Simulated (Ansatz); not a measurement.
`O=COC[SiH3]` + `[OH][Sc]([F])[F]` → `[F][Sc]([F])[O][SiH3]` + `COC=O`  (ligand exchange at the Si–C bond)

Program: Ansatz. Geometries: PBE0-D4/def2-TZVP. ΔE: electronic, gas phase. CCSD(T)/CBS is the MP2 limit (def2-TZVPP, def2-QZVPP) plus CCSD(T) − MP2 in def2-TZVPP, frozen cores. DFT in def2-TZVPP. B3LYP here is the variant with VWN-RPA as its local correlation; programs differ in this. For Sc outer-core shells are correlated without core-valence functions, which leaves a few kJ/mol of doubt a bond. Scalar relativity is left out up to krypton. Each species was taken in one conformer, which may not be the lowest.

```json
{"level": "PBE-D4", "ΔE (kJ/mol)": "-112.8"}
{"level": "PBE0-D4", "ΔE (kJ/mol)": "-120.2"}
{"level": "PBE", "ΔE (kJ/mol)": "-115.3"}
{"level": "B3LYP", "ΔE (kJ/mol)": "-131.7"}
{"level": "CCSD/def2-TZVPP", "ΔE (kJ/mol)": "-134.1"}
{"level": "HF/def2-QZVPP", "ΔE (kJ/mol)": "-157.9"}
{"level": "HF/CBS(def2)", "ΔE (kJ/mol)": "-158.3"}
{"level": "MP2/CBS(def2)", "ΔE (kJ/mol)": "-133.7"}
```

Q: What does CCSD(T)/CBS give? (Estimate.)

A: Ansatz gave: -131.8 kJ/mol. The listed levels differ from it by 19.0, 11.6, 16.5, 0.1, -2.3, -26.1, -26.5, -1.9 kJ/mol.

Largest T1 diagnostic among the species: 0.017.

From PBE to PBE0 (25 % exact exchange), in def2-TZVPP and without D4, ΔE moves by −7.1 kJ/mol. In def2-TZVPP, CCSD(T) changes the Hartree–Fock value by +24.6 kJ/mol (the triples alone add +3.4 kJ/mol) and MP2 by +22.7 kJ/mol.
